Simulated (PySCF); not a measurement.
**Diatomic cations of Ge with the halogens**

r²SCAN with triple-zeta basis sets in PySCF, for the lowest determinant that a PBE0 search found; no spin–orbit coupling. De refers to high-spin ground-configuration atoms (the charge goes to the atom of lower measured ionisation energy or higher electron affinity, which is not always the lowest computed limit). A positive dipole points towards Ge; it is taken about the centre of mass and depends on that origin.

| M | basis | charged atom | state (unpaired electrons) | Re (Å) | ωe (cm⁻¹) | De (eV) | μ (D) |
| --- | --- | --- | --- | --- | --- | --- | --- |
| F | def2-TZVPPD | Ge+ | singlet (closed shell) | 1.678 | 806 | 5.89 | 2.57 |
| Br | def2-TZVPPD | Ge+ | singlet (closed shell) | 2.205 | 370 | 4.54 | 3.04 |
| I | def2-TZVPPD | Ge+ | singlet (closed shell) | 2.401 | 303 | 4.15 | 3.22 |

**Question.** The row for M = Cl is missing. Estimate Re, ωe and De as the mean of the rows for F and Br, and compare with the calculation.

**Answer.** The means are 1.942 Å, 588 cm⁻¹ and 5.21 eV. r²SCAN in def2-TZVPPD gives GeCl⁺ as a singlet (closed shell) with Re = 2.061 Å, ωe = 508 cm⁻¹, De = 4.88 eV, so the estimate is off by -12.0 pm, +16 % and +0.33 eV.

These are scalar-relativistic numbers at best; spin–orbit coupling would shift them, the dissociation energy most. For an ion De counts to the pair picked by the measured ionisation energies or electron affinities, which need not be the lowest pair at this level.
